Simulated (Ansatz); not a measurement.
`[Cl][GeH][GeH3]` radical, one more setting.

```yaml
crystal:
  periodic: [false, false, false]
  atoms:
    - {symbol: Cl, position_ang: [-2.396617, -1.405408, -0.234234]}
    - {symbol: Ge, position_ang: [-0.227548, -1.422794, -0.230007]}
    - {symbol: Ge, position_ang: [0.513571, 0.901584, -0.152108]}
    - {symbol: H, position_ang: [0.156850, -2.269654, 1.012588]}
    - {symbol: H, position_ang: [0.008564, 1.605442, -1.417168]}
    - {symbol: H, position_ang: [-0.043253, 1.601937, 1.098397]}
    - {symbol: H, position_ang: [2.049633, 0.920994, -0.122969]}
basis:
  gaussian: {orbitals: def2-mTZVPP, fitting: {mean_field: cc-pVTZ-jkfit}}
magnetization: {spin_polarized: true, initial_magnetization: 1}
hamiltonian: {xc: {name: HSE06}}
correlation: {method: rpa}
```

```sh
$ ansatz run in.yaml --threads 4 --pin off --events-out ev --progress --plain --max-ram 10444MiB
```

Output, abridged:

```
Functional definition: HSE06
655 factors; integrals over basis functions are off by at most 2.0e-1 eV
655 factors; integrals over basis functions are off by at most 1.8e-7 eV
mean field evaluation 1: about -125605.4695 eV, gradient 1.6e1 eV
mean field evaluation 2: about -125605.4684 eV, gradient 1.6e1 eV
mean field evaluation 4: about -125606.0958 eV, gradient 2.5e0 eV
mean field evaluation 8: about -125606.1308 eV, gradient 7.2e-2 eV
mean field evaluation 16: about -125606.1308 eV, gradient 2.3e-5 eV
mean field -125606.13080018 eV, -4615.9401680134 hartree, gradient 6.9e-6 eV, S^2 0.752260; 0 other end points of the search recorded, 0 dependent functions left out
23 core orbitals not correlated: weight in the atoms' cores, before any rotation towards them, 1.000 or more for the frozen orbitals, at most 0.000 for the correlated occupied ones
reference -125513.86378581 eV, -4612.5494177760 hartree; 20, 19 occupied and 76, 77 virtual orbitals, 655 factors
Total energy: -125537.36440206 eV, -4613.4130494939 hartree
```

Hardware: 4 threads of an Arm Neoverse V1 on a shared host. Wall time 3 s, peak host memory 0.52 GiB.
